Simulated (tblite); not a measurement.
Species: C5H5FNO2 (doublet state).
Z-matrix (Å and degrees, GFN2-xTB geometry), rows numbered from 1:
```
C 
O   1  1.3470
C   2  1.3287  1  122.26
C   3  1.3540  2  135.59  1    -0.19
F   4  1.3491  3  127.52  2    -0.07
C   4  1.4908  3  110.57  2   179.74
C   6  1.5230  4  102.44  3     0.21
O   7  1.2027  6  128.37  4   179.85
N   7  1.3678  6  106.20  4    -0.19
H   1  1.0688  2  114.06  3   179.38
H   1  1.0699  2  122.01  3     1.28
H   6  1.0929  4  113.10  3  -118.66
H   6  1.0926  4  113.21  3   119.29
H   9  1.0077  3  122.80  2     0.03
```

Method: GFN2-xTB as coded in tblite; computed harmonic values from a numerical Hessian at the method's own geometry, unscaled. This tight-binding method is rough: wavenumbers can miss measured ones by several per cent, in bad cases by 10 to 20. One conformer, not necessarily the lowest. Open shells enter through the occupations alone, without spin polarisation, and single modes of such species can be off by tens of per cent.

Harmonic wavenumbers (cm⁻¹): 88.3, 135.5, 194.9, 197.1, 231.7, 273.7, 313.3, 349.0, 388.0, 480.6, 510.3, 522.7, 529.4, 554.0, 663.9, 787.4, 892.3, 902.4, 1043.9, 1044.5, 1106.5, 1129.2, 1177.8, 1226.8, 1264.8, 1286.9, 1358.1, 1373.7, 1405.9, 1653.6, 1807.3, 2947.7, 2974.5, 3159.1, 3222.7, 3471.5.

A = 3118, B = 1268, C = 906.3 MHz; mass 130.030 u (most abundant isotopes); point group Cs, symmetry number 1; spin multiplicity 2.

Zero-point energy?

½Σν̃ = 20334 cm⁻¹ = 243.26 kJ/mol.

What is S at 273.15 K and 1 bar for an ideal gas of classical rigid rotors and harmonic oscillators?

Translation 167.74, rotation 119.77, vibration 83.75, spin (R ln 2) 5.76: S = 377.0 J/(mol K).

And Cp and H(273.15 K) − H(0)?

Cp = 136.81 J/(mol K), of which vibrations give 103.55 (their classical limit is 36 R = 299.3); H(273.15 K) − H(0) = 22.62 kJ/mol without the zero-point energy, 13.54 from vibrations.

Which modes carry the vibrational entropy at 273.15 K?

88.3 cm⁻¹: 14.75; 135.5 cm⁻¹: 11.29; 194.9 cm⁻¹: 8.45; 197.1 cm⁻¹: 8.37; 231.7 cm⁻¹: 7.16; 273.7 cm⁻¹: 5.96 J/(mol K); the other 30 give 27.77 together.

What must be added to the electronic energy to get the Gibbs energy at 273.15 K and 1 bar?

ZPE + [H(273.15 K) − H(0)] − T·S = 243.26 + 22.62 − 102.98 = 162.90 kJ/mol.

Blend soft modes into free rotors: weight 1/[1 + (100 cm⁻¹/ν̃)⁴] for the oscillator and the rest for a rotor with moment μB/(μ + B), μ = h/(8π²ν), B = 10⁻⁴⁴ kg m². What vibrational entropy results?

82.04 J/(mol K) in place of 83.75, which changes −T·S at 273.15 K by +0.47 kJ/mol.

How do the functions run with temperature in this model?

```csv
T (K),S (J/(mol K)),Cp (J/(mol K)),H − H(0) (kJ/mol),G − H(0) (kJ/mol),ln q(vib)
100,278.1,67.4,4.58,-23.23,0.69
200,338.6,110.5,13.56,-54.16,2.55
300,390.3,145.8,26.42,-90.66,4.70
500,478.4,200.3,61.40,-177.82,9.08
800,584.1,248.0,129.42,-337.88,15.23
1000,641.7,267.3,181.07,-460.60,18.93
```

q(vib) and H(0) count from the zero-point level.

Hindered rotation and anharmonicity are outside this model. Other conformers, if any are populated, would add a mixing term that is left out.
